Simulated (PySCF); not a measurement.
Acenaphthylene, C12H8.
SMILES: `C1=Cc2cccc3cccc1c23`

The closed-shell ground state was solved at several levels (PySCF, density fitting, gas phase, non-relativistic). Isolated species at its PBE0-D3(BJ)/def2-SVP geometry, gas phase.

```tsv
level	basis functions	HOMO (eV)	LUMO (eV)	gap (eV)	dipole (D)
wB97X-D/pcSseg-2	544	-8.12	-0.59	7.53	0.30
PBE0/pcSseg-1	244	-6.41	-2.19	4.22	0.38
B3LYP/pcJ-1	404	-6.16	-2.29	3.87	0.37
```

(1) What might PBE0/def2-SVPD (304 basis functions) give for the same quantities?

(2) Over all these levels, which gives the widest orbital gap and which the narrowest?

(3) How far do the dipole and the HOMO energy spread over the levels?

## Answers

(1) HOMO -6.39 eV, LUMO -2.18 eV, gap 4.21 eV, dipole 0.35 D.

(2) wB97X-D/pcSseg-2 (range-separated hybrid) has the widest, 7.53 eV, and B3LYP/pcJ-1 (global hybrid, 20 % exact exchange) the narrowest, 3.87 eV. Functional and basis both differ between the two, so the spread mixes both effects.

(3) The dipole runs from 0.30 to 0.38 D (mean 0.35 D) and the HOMO from -8.12 to -6.16 eV.
